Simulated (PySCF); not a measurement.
Molecule: C2H9P2Si, charge -1, multiplicity 1. It need not be the lowest isomer of its formula. Whether it binds its extra electron was not tested at this geometry. SMILES: [CH2-][Si](C)(P)P
Structure (B3LYP-D3(BJ)/def2-TZVP (Ansatz) minimum search):
```xyz
14

C     -0.7516     1.7711    -1.0827
Si    -0.3889     0.2638    -0.2637
C     -1.9146    -0.8422    -0.0046
P      1.1610    -1.4222    -0.9401
P      0.4300     0.7564     1.8342
H     -1.4688     1.7635    -1.9028
H      0.0094     2.5419    -1.1769
H     -2.3300    -1.1317    -0.9748
H     -2.6836    -0.2951     0.5446
H     -1.6697    -1.7561     0.5417
H      0.7304    -1.4713    -2.2974
H      2.2111    -0.5094    -1.2275
H      1.4833    -0.2008     1.9310
H      1.2948     1.7803     1.3667
```
Charge -1, spin multiplicity 1.

Dispersion corrections to the total energy (kcal/mol) from the dftd3 and dftd4 libraries through PySCF: D3(BJ) without and D4 with the three-body term, each with the damping fitted for the functional named.

```tsv
functional	D3(BJ)	D4
TPSSh	-11.71	?
revPBE	-22.35	-28.36
BHLYP	-14.28	-13.78
B2GP-PLYP	-8.14	-4.68
HSE06	-7.37	-8.61
r2SCAN	?	-2.75
BLYP	-20.89	?
```

Question: What belongs in the gaps?

Answer: 
- TPSSh, D4: -12.99
- r2SCAN, D3(BJ): -2.91
- BLYP, D4: -22.39
